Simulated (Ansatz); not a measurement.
Consider the formal exchange of groups at a C–C bond: `CC#CS[SiH3]` + SiH₄ → `[SiH3]C#CS[SiH3]` + CH₄.

Isolated molecules relaxed with PBE0-D4/def2-TZVP in Ansatz; ΔE leaves out vibrations. CCSD(T)/CBS is the MP2 limit (def2-TZVPP, def2-QZVPP) plus CCSD(T) − MP2 in def2-TZVPP, frozen cores. This one scheme is used for every species. DFT in def2-TZVPP.

```tsv
level	ΔE (kJ/mol)
PBE0-D4	-61.2
B2PLYP	-67.1
SCS-MP2/def2-QZVPP	-69.9
HF/CBS(def2)	-60.7
```

Q: What does CCSD(T)/CBS give? (Best estimate.)

A: The calculation gave: -68.5 kJ/mol. The listed levels differ from it by 7.3, 1.4, -1.4, 7.8 kJ/mol.

Largest T1 diagnostic among the species: 0.013.

In def2-TZVPP, CCSD(T) changes the Hartree–Fock value by −6.4 kJ/mol (the triples alone add −2.1 kJ/mol) and MP2 by −10.6 kJ/mol.
